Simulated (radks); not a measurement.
The table gives one normalised radial function P(r) = r R(r) (large component) of V3+ in [Ar] 3d2 (r in bohr). Calculated with a radial shooting solver on a logarithmic mesh with Libxc functionals: Dirac Kohn-Sham, PBEsol, spin-unpolarised, spherical densities, finite nucleus; open shells fill j = l - 1/2 first; Fermi nuclear charge, rms radius 3.6002 fm.

r,P
0.005747,0.0117
0.007306,0.0186
0.009287,0.0293
0.01181,0.0459
0.01501,0.0714
0.01908,0.1101
0.02426,0.1676
0.03083,0.2513
0.03951,0.3744
0.05023,0.5374
0.06386,0.7488
0.08118,1.0057
0.1032,1.2906
0.1312,1.5665
0.1668,1.7757
0.212,1.8510
0.2717,1.7349
0.3454,1.4345
0.4391,1.0172
0.5582,0.5985
0.7096,0.2804
0.902,0.0991
1.147,0.0247
1.458,0.0040
1.868,0.0003
2.375,0.0000
3.019,0.0000
3.838,0.0000

Which n and l does it have? It may be an empty orbital.

Answer. n = 2, l = 1: the number of nodes gives n - l - 1 = 0, the rise at small r points to l (this Dirac orbital starts outside the nucleus as r^gamma with gamma = sqrt((l + 1)^2 - (Z/c)^2) = 1.99; the j = 3/2 orbital of l + 1 starts with the same power, but with a smaller coefficient, and then steepens), and the extent must fit the shell. The curve is that of 2p3/2; the two j differ most near the nucleus, where j = l - 1/2 has the larger amplitude, and in heavy atoms j = l - 1/2 is also the more compact. 2p3/2: eigenvalue -535.13 eV, 0 radial nodes, <r> = 0.275 bohr, 90 % of the charge inside 0.452 bohr.
